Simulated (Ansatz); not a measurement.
`O[Si](Cl)(Br)Br` → Br₂ + `O[Si]Cl` at 298.15 K and 1 bar (silylene formation by 1,1-elimination).

Isolated molecules relaxed with PBE0-D4/def2-TZVP in Ansatz; ΔE leaves out vibrations. CCSD(T)/CBS is the MP2 limit (def2-TZVPP, def2-QZVPP) plus CCSD(T) − MP2 in def2-TZVPP, frozen cores. This one scheme is used for every species. For Br outer-core shells are correlated without core-valence functions, which leaves a few kJ/mol of doubt a bond. Scalar relativity is left out up to krypton. One conformer a species, not always the lowest.

```
          species  CCSD(T)/CBS energy (Eh)  H − E (kJ/mol)  S (J/(mol·K))
`O[Si](Cl)(Br)Br`              -5971.47577            70.7          376.2
              Br₂              -5146.62008            11.7          245.1
        `O[Si]Cl`               -824.69782            53.3          279.3
```

H − E and S are ideal-gas, rigid-rotor, harmonic terms from PBE0-D4/def2-TZVP, for one conformer and one mirror image of each species. 1 Eh = 2625.50 kJ/mol, R = 8.31446 J/(mol·K).

**Question.** By hand: ΔE, ΔH, ΔS and ΔG.

**Answer.** ΔE = (-5146.62008) + (-824.69782) − (-5971.47577) = 0.15787 Eh = 414.5 kJ/mol. Δ(H − E) = 11.7 + 53.3 − 70.7 = -5.7, so ΔH = 408.8 kJ/mol. ΔS = 245.1 + 279.3 − 376.2 = 148.2 J/(mol·K). ΔG = 408.8 − 298.15 × (148.2)/1000 = 364.6 kJ/mol.

**Question.** By hand: the equilibrium constant, and the temperature at which ΔG would vanish if ΔH and ΔS stayed fixed.

**Answer.** log₁₀ K = −ΔG/(RT ln 10) = -63.9. ΔG = 0 at ΔH/ΔS = 2758 K, far beyond where these terms or the molecules hold.

The number of gas molecules changes by +1, which sets the sign of ΔS. A doubt of 5 kJ/mol in ΔE shifts log₁₀ K by 0.9 here. Other conformers and mirror images would add mixing entropy, several J/(mol·K) or more a flexible species. These are equilibria of isolated gas molecules and say nothing of rates. Largest T1 diagnostic: 0.014 (customary marks: 0.02 for closed shells, 0.045 for open ones).
